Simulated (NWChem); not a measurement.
System: C$_{4}$H$_{4}$OS; SMILES C=C1CC(=O)S1

Parts of the log:

```
             Northwest Computational Chemistry Package (NWChem) 7.3.0
             --------------------------------------------------------

                             Geometry "geometry" -> ""
                             -------------------------

 Output coordinates in angstroms (scale by  1.889725989 to convert to a.u.)

  No.       Tag          Charge          X              Y              Z
 ---- ---------------- ---------- -------------- -------------- --------------
    1 C                    6.0000     0.29677300    -2.38026500     0.00000000
    2 C                    6.0000     0.21501400    -1.05327400     0.00000000
    3 C                    6.0000     1.25874100     0.03882900     0.00000000
    4 C                    6.0000     0.23480000     1.15987300     0.00000000
    5 O                    8.0000     0.30673600     2.34291300     0.00000000
    6 S                   16.0000    -1.19560200     0.02999400     0.00000000
    7 H                    1.0000     1.27400900    -2.86964700     0.00000000
    8 H                    1.0000    -0.59213900    -3.01415100     0.00000000
    9 H                    1.0000     1.90405100     0.06459800    -0.89412500
   10 H                    1.0000     1.90405100     0.06459800     0.89412500

 Effective nuclear repulsion energy (a.u.)     266.6428368970

                                 NWChem DFT Module
                                 -----------------

 Summary of "ao basis" -> "ao basis" (spherical)
 ------------------------------------------------------------------------------
       Tag                 Description            Shells   Functions and Types
 ---------------- ------------------------------  ------  ---------------------
 C                          def2-svp                 6       14   3s2p1d
 O                          def2-svp                 6       14   3s2p1d
 S                          def2-svp                 8       18   4s3p1d
 H                          def2-svp                 3        5   2s1p

            General Information
            -------------------
          SCF calculation type: DFT
          Wavefunction type:  closed shell.
          No. of atoms     :    10
          No. of electrons :    52
           Alpha electrons :    26
            Beta electrons :    26
          Charge           :     0
          Spin multiplicity:     1
          Use of symmetry is: off; symmetry adaption is: off
          Maximum number of iterations: 150
          AO basis - number of functions:   108
                     number of shells:    50
          Convergence on energy requested:  1.00D-06
          Convergence on density requested:  1.00D-05
          Convergence on gradient requested:  5.00D-04

              XC Information
              --------------
                         B3LYP Method XC Potential
                     Hartree-Fock (Exact) Exchange  0.200
                        Slater Exchange Functional  0.800 local
                    Becke 1988 Exchange Functional  0.720 non-local
              Lee-Yang-Parr Correlation Functional  0.810
                  VWN I RPA Correlation Functional  0.190 local

             Grid Information
             ----------------
          Grid used for XC integration:  medium
          Radial quadrature: Mura-Knowles
          Angular quadrature: Lebedev.
          Tag              B.-S. Rad. Rad. Pts. Rad. Cut. Ang. Pts.
          ---              ---------- --------- --------- ---------
          C                   0.70       49          11.0       434
          O                   0.60       49          13.0       434
          S                   1.00       88          10.0       590
          H                   0.35       45          11.0       434
          Grid pruning is: on
          Number of quadrature shells:   513
          Spatial weights used:  Erf1

      Superposition of Atomic Density Guess
      -------------------------------------

 Sum of atomic energies:        -624.53483047

      Non-variational initial energy
      ------------------------------

 Total energy =    -627.874428
 1-e energy   =   -1386.164158
 2-e energy   =     491.646893
 HOMO         =      -0.266450
 LUMO         =       0.013021

     ---------------------------------------------
      Total Density - Mulliken Population Analysis
     ---------------------------------------------

    Atom       Charge   Shell Charges
 -----------   ------   -------------------------------------------------------
    1 C    6     6.32   1.99  0.96  0.27  2.08  0.99  0.02
    2 C    6     6.04   1.99  0.97  0.21  1.77  1.05  0.05
    3 C    6     6.07   1.99  0.98  0.10  2.01  0.96  0.03
    4 C    6     5.35   1.99  0.93  0.27  1.47  0.59  0.10
    5 O    8     8.66   1.99  1.14  0.65  3.07  1.81  0.01
    6 S   16    16.04   2.00  1.99  1.21  0.68  5.94  1.72  2.44  0.06
    7 H    1     0.90   0.66  0.21  0.03
    8 H    1     0.90   0.66  0.21  0.03
    9 H    1     0.87   0.65  0.19  0.02
   10 H    1     0.87   0.65  0.19  0.02

   convergence    iter        energy       DeltaE   RMS-Dens  Diis-err
 ---------------- ----- ----------------- --------- --------- ---------
 d= 0,ls=0.0,diis     1   -627.7820111449 -8.94D+02  2.31D-02  1.23D+00
 d= 0,ls=0.0,diis     2   -627.2831892435  4.99D-01  1.73D-02  6.43D+00
 d= 0,ls=0.0,diis     3   -627.9243904117 -6.41D-01  4.39D-03  7.68D-02
 d= 0,ls=0.0,diis     4   -627.9259715977 -1.58D-03  2.50D-03  5.43D-02
 d= 0,ls=0.0,diis     5   -627.9333708178 -7.40D-03  3.79D-04  1.52D-03
  Resetting Diis
 d= 0,ls=0.0,diis     6   -627.9335548845 -1.84D-04  1.04D-04  2.04D-04
 d= 0,ls=0.0,diis     7   -627.9335785994 -2.37D-05  9.99D-05  1.70D-05
 d= 0,ls=0.0,diis     8   -627.9335730527  5.55D-06  6.08D-05  5.88D-05
 d= 0,ls=0.0,diis     9   -627.9335809855 -7.93D-06  9.12D-06  1.28D-06
 d= 0,ls=0.0,diis    10   -627.9335811027 -1.17D-07  2.00D-06  7.46D-08

         Total DFT energy =     -627.933581102667
      One electron energy =    -1389.716860089379
           Coulomb energy =      552.569223972152
    Exchange-Corr. energy =      -57.428781882447
 Nuclear repulsion energy =      266.642836897007

 Numeric. integr. density =       52.000014951835

                       DFT Final Molecular Orbital Analysis
                       ------------------------------------

 Vector   24  Occ=2.000000D+00  E=-3.282616D-01
              MO Center= -1.1D-01, -6.5D-01,  3.0D-10, r^2= 3.0D+00
   Bfn.  Coefficient  Atom+Function         Bfn.  Coefficient  Atom+Function
  ----- ------------  ---------------      ----- ------------  ---------------
    83      0.361306   6 S  pz               20      0.323254   2 C  pz
    80      0.284629   6 S  pz                6      0.238206   1 C  pz
    23      0.221880   2 C  pz               77      0.161406   6 S  pz
    34     -0.147125   3 C  pz               99      0.143072   9 H  s
   104     -0.143072  10 H  s                 9      0.133908   1 C  pz

 Vector   25  Occ=2.000000D+00  E=-2.738791D-01
              MO Center= -5.0D-02,  1.2D+00,  1.8D-10, r^2= 3.0D+00
   Bfn.  Coefficient  Atom+Function         Bfn.  Coefficient  Atom+Function
  ----- ------------  ---------------      ----- ------------  ---------------
    60     -0.484037   5 O  px               31      0.446750   3 C  s
    63     -0.341914   5 O  px               81     -0.320373   6 S  px
    78     -0.237988   6 S  px               82     -0.216444   6 S  py
    35     -0.209004   3 C  px               32     -0.186234   3 C  px
    79     -0.174629   6 S  py               33      0.168266   3 C  py

[...]

                     NWChem Electrostatic Potential Fit Module
                     -----------------------------------------

 Atom parameters

 Number of atoms is                                   10
 Number of basis functions is                        108

 Grid parameters

 Maximum number of grid points is                  39762
 Number of grid points is                          39761
 Grid range                                     0.300000 nm
 Grid spacing                                   0.020000 nm
 Probe radius                                   0.070000 nm
 Atom radius factor                             1.000000

 Atomic radii

    1    0.100000
    6    0.147000
    8    0.136000
   16    0.174000
 FASTESP  F
  using M.O. file = ./job.movecs

    Atom              Coordinates                           Charge

                                                  ESP

    1 C     0.029677   -0.238027    0.000000   -0.449688
    2 C     0.021501   -0.105327    0.000000    0.143955
    3 C     0.125874    0.003883    0.000000   -0.105922
    4 C     0.023480    0.115987    0.000000    0.469527
    5 O     0.030674    0.234291    0.000000   -0.407619
    6 S    -0.119560    0.002999    0.000000   -0.142322
    7 H     0.127401   -0.286965    0.000000    0.155646
    8 H    -0.059214   -0.301415    0.000000    0.190301
    9 H     0.190405    0.006460   -0.089413    0.073189
   10 H     0.190405    0.006460    0.089413    0.072933
                                            ------------
                                                0.000000

 Dipole moment                                  1.103964

 Quadrupole moment Qxx                          6.047272
                   Qyy                        -10.708933
                   Qzz                          4.661661

 RMS deviation kJ/mol                           0.073267

 RRMS %                                        34.319579
```

Level: B3LYP/def2-SVP. Structure relaxed at the PBE0/def2-SVP level.

Question: Reconstruct the input file.

Answer: This is not unique; one that fits is the input that was run:
```
start job
memory heap 200 mb stack 900 mb global 1100 mb
geometry units angstroms noautosym nocenter noautoz
  C      0.296773    -2.380265     0.000000
  C      0.215014    -1.053274     0.000000
  C      1.258741     0.038829     0.000000
  C      0.234800     1.159873     0.000000
  O      0.306736     2.342913     0.000000
  S     -1.195602     0.029994     0.000000
  H      1.274009    -2.869647     0.000000
  H     -0.592139    -3.014151     0.000000
  H      1.904051     0.064598    -0.894125
  H      1.904051     0.064598     0.894125
end
basis spherical
  C library def2-svp
  O library def2-svp
  S library def2-svp
  H library def2-svp
end
dft
  xc b3lyp
  iterations 150
  mulliken
end
task dft energy
esp
  recalculate
  probe 0.07
  range 0.3
  factor 1.0
  spacing 0.02
end
task esp
```
